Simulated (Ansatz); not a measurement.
Input file for Ansatz (an electronic-structure program): U-CCSD(T)/def2-TZVPP on BiBrH2 (SMILES [Br][BiH2]), a point of a bond scan (R = 3.152 Å). Elements past Kr take the def2 small-core potentials; no spin–orbit coupling. The run froze 23 orbitals, filled d shells among them.

Ansatz 0.2 input:
```yaml
crystal:
  periodic: [false, false, false]
  atoms:
    - {symbol: Bi, position_ang: [-0.43377418, -0.48629616, 0.40451161]}
    - {symbol: H, position_ang: [-2.99727215, 0.09064703, -1.33649421]}
    - {symbol: H, position_ang: [-0.03488637, -1.88034559, -0.66401785]}
    - {symbol: Br, position_ang: [1.08390780, 1.21141547, -0.92343133]}
basis:
  gaussian:
    orbitals: def2-TZVPP
correlation: {method: ccsd_t, electrons: outside_noble_gas}
scf: {omitted_lower_state_checks: [cluster_reference]}
magnetization: {spin_polarized: true, initial_magnetization: 0}
```

Q: What total energy does the run end on?

A: -2787.3983 hartree (reference determinant -2787.0975, T1 diagnostic 0.032). Its determinant has ⟨S²⟩ = 0.93, a mixture of spin states.

Q: How many basis functions does it have, and what does it roughly cost on one machine?

A: 126 functions; about 40 core-seconds (a rough figure).
